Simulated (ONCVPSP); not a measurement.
**PBE ONCV dataset for He (Z = 2), non-relativistic all-electron reference.**

He (Z = 2), optimised norm-conserving Vanderbilt (ONCV), made with ONCVPSP 4.0.1 (PBE, non-relativistic). Core none, reference 1s2. Waves: 1s: rc 0.60 bohr, ncon 3, nbas 8, qcut 10.2 1/bohr, 1 projector; p scattering state at 0.02 Ha: rc 0.65 bohr, ncon 3, nbas 6, qcut 12.3 1/bohr, 2 projectors, debl 3.9 Ha. Local part: polynomial inside 0.45 bohr (lpopt 5, dvloc0 0 Ha). Core correction: none.

All-electron outer shells of the reference configuration (PBE, non-relativistic, ld1.x):

| shell | level (eV) | outermost node (bohr) | outermost maximum (bohr) |
| --- | --- | --- | --- |
| 1s | -15.76 | – | 0.56 |

Calculated quality:

| Property | Result |
| --- | --- |
| Cutoffs needed | 56 Ha and 478 Ha (the cutoffs (Ha) at which the residual kinetic energy of the hardest occupied pseudo-wave falls to 1 and 0.1 mHa per electron) |
| Ghost test | no bound ghost flagged; no localised positive-energy state flagged |
| Largest excitation error | +12 meV (all-electron minus pseudo) for 1s1, out of 2 test configurations |

Generation and tests took about 1.9 s on one core of a shared server CPU.
